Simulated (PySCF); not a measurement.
C₂H₉NSi₃, SMILES C1C(=N[SiH2][SiH2]1)[SiH3]. Coordinates come from a PBE0-D3(BJ)/def2-SVP optimisation. This is a generated structure with no PubChem entry under its InChIKey; it may be hypothetical. One conformer was computed; it need not be the lowest.

Q: Give the equilibrium geometry at PBE0-D3(BJ)/def2-SVP (PySCF confirms it by a frequency run) as a Z-matrix. (An estimate is asked for; the answer gives what the named calculation found.)

A: Several could match; the one computed here: 
```
C
N 1 1.2765
C 1 1.5259 2 125.57
H 3 1.1044 1 108.90 2 -123.23
H 3 1.1044 4 104.91 1 116.41
Si 2 1.7826 1 118.99 3 0.02
H 6 1.4925 2 109.45 1 120.56
H 6 1.4925 7 108.69 2 -119.48
Si 1 1.9145 2 113.89 6 179.90
H 9 1.4916 1 108.78 2 58.94
H 9 1.4919 10 109.85 1 118.87
H 9 1.4974 10 109.07 11 119.39
Si 3 1.9177 4 111.66 5 121.06
H 13 1.4938 3 111.45 4 -119.55
H 13 1.4938 14 109.27 3 -123.60
```
Charge 0, spin multiplicity 1.
